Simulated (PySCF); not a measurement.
A calculated (B2PLYP, PySCF 2.14, cc-pwCVTZ-X2C, scalar relativity by spin-free X2C-1e) atom or ion has these occupied shells.

| shell | electrons | orbital energy (eV) | rms radius, mean of both spins (bohr) |
| --- | --- | --- | --- |
| 1s β | 1 | -41983.8 | 0.0275 |
| 1s α | 1 | -41983.8 | 0.0275 |
| 2s α | 1 | -6823.7 | 0.111 |
| 2s β | 1 | -6823.7 | 0.111 |
| 2p β | 3 | -6111.1 | 0.0997 |
| 2p α | 3 | -6111.1 | 0.0997 |
| 3s α | 1 | -1507.0 | 0.290 |
| 3s β | 1 | -1506.0 | 0.290 |
| 3p α | 3 | -1277.8 | 0.290 |
| 3p β | 3 | -1276.7 | 0.290 |
| 3d α | 5 | -952.22 | 0.268 |
| 3d β | 5 | -951.17 | 0.268 |
| 4s α | 1 | -321.40 | 0.661 |
| 4s β | 1 | -318.40 | 0.661 |
| 4p α | 3 | -245.02 | 0.703 |
| 4p β | 3 | -241.75 | 0.703 |
| 4d α | 5 | -133.53 | 0.785 |
| 4d β | 5 | -129.48 | 0.785 |
| 5s α | 1 | -57.549 | 1.61 |
| 5s β | 1 | -55.982 | 1.61 |
| 5p α | 3 | -37.586 | 1.88 |
| 5p β | 3 | -36.340 | 1.88 |
| 4f α | 3 | -19.296 | 1.25 |

Question: Name the element and its charge.

Answer: Pr²⁺ (praseodymium, charge +2), in [Xe] 4f3, one real determinant.
